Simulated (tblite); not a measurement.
Species: C6H10FNSi2.
Structure used (GFN2-xTB), in Å, numbered top down from 1:
```
atom  x, y, z in Å
N1    -2.185    0.582    2.363
C2    -1.653    0.820    1.379
C3    -0.958    1.098    0.146
C4    -1.797    0.632   -1.054
C5    -1.756   -0.895   -1.103
Si6    0.055   -1.344   -0.708
C7     0.337    0.306    0.182
C8     1.425    0.769    0.795
Si9    3.072   -0.105    0.958
F10    3.018   -1.478    0.111
H11   -0.771    2.179    0.106
H12   -2.819    1.009   -0.979
H13   -1.350    1.044   -1.962
H14   -2.114   -1.256   -2.065
H15   -2.426   -1.299   -0.343
H16    0.867   -1.429   -1.923
H17    0.182   -2.507    0.165
H18    1.373    1.750    1.264
H19    4.149    0.658    0.339
H20    3.347   -0.523    2.325
```

Computed values, GFN2-xTB/tblite, gas phase, harmonic and unscaled. This tight-binding method is rough: wavenumbers can miss measured ones by several per cent, in bad cases by 10 to 20. Modes of hydrogen on silicon can be 10 to 20 % off. One conformer, not necessarily the lowest.

Harmonic wavenumbers (cm⁻¹): 30.6, 53.9, 84.9, 91.9, 129.1, 162.9, 188.6, 238.2, 327.6, 336.4, 404.7, 431.5, 496.8, 505.6, 534.6, 555.3, 571.4, 599.4, 650.3, 656.6, 708.5, 714.5, 750.7, 768.0, 779.9, 803.5, 836.1, 849.7, 897.9, 954.5, 1000.7, 1058.4, 1101.8, 1120.5, 1140.3, 1221.2, 1244.3, 1280.6, 1290.6, 1323.7, 1481.5, 1494.7, 1649.1, 2267.5, 2295.6, 2304.4, 2322.8, 2399.4, 2907.6, 2959.4, 2976.1, 2976.9, 2986.7, 3016.6.

A = 1573, B = 651.9, C = 529.3 MHz; mass 171.034 u (most abundant isotopes); point group C1, symmetry number 1.

**Question.** Zero-point energy?

**Answer.** ½Σν̃ = 30467 cm⁻¹ = 87.11 kcal/mol.

**Question.** What is S at 298.15 K and 1 bar for an ideal gas of classical rigid rotors and harmonic oscillators?

**Answer.** Translation 41.34, rotation 30.76, vibration 38.42: S = 110.5 cal/(mol K).

**Question.** And Cp and H(298.15 K) − H(0)?

**Answer.** Cp = 47.12 cal/(mol K), of which vibrations give 39.17 (their classical limit is 54 R = 107.3); H(298.15 K) − H(0) = 8.26 kcal/mol without the zero-point energy, 5.89 from vibrations.

**Question.** Which modes carry the vibrational entropy at 298.15 K?

**Answer.** 30.6 cm⁻¹: 5.79; 53.9 cm⁻¹: 4.67; 84.9 cm⁻¹: 3.77; 91.9 cm⁻¹: 3.62; 129.1 cm⁻¹: 2.96; 162.9 cm⁻¹: 2.52 cal/(mol K); the other 48 give 15.10 together.

**Question.** What must be added to the electronic energy to get the Gibbs energy at 298.15 K and 1 bar?

**Answer.** ZPE + [H(298.15 K) − H(0)] − T·S = 87.11 + 8.26 − 32.95 = 62.42 kcal/mol.

**Question.** Blend soft modes into free rotors: weight 1/[1 + (100 cm⁻¹/ν̃)⁴] for the oscillator and the rest for a rotor with moment μB/(μ + B), μ = h/(8π²ν), B = 10⁻⁴⁴ kg m². What vibrational entropy results?

**Answer.** 34.58 cal/(mol K) in place of 38.42, which changes −T·S at 298.15 K by +1.14 kcal/mol.

Hindered rotation and anharmonicity are outside this model. Other conformers, if any are populated, would add a mixing term that is left out. The structure is chiral; the term R ln 2 for an equal mix with its mirror image is left out.
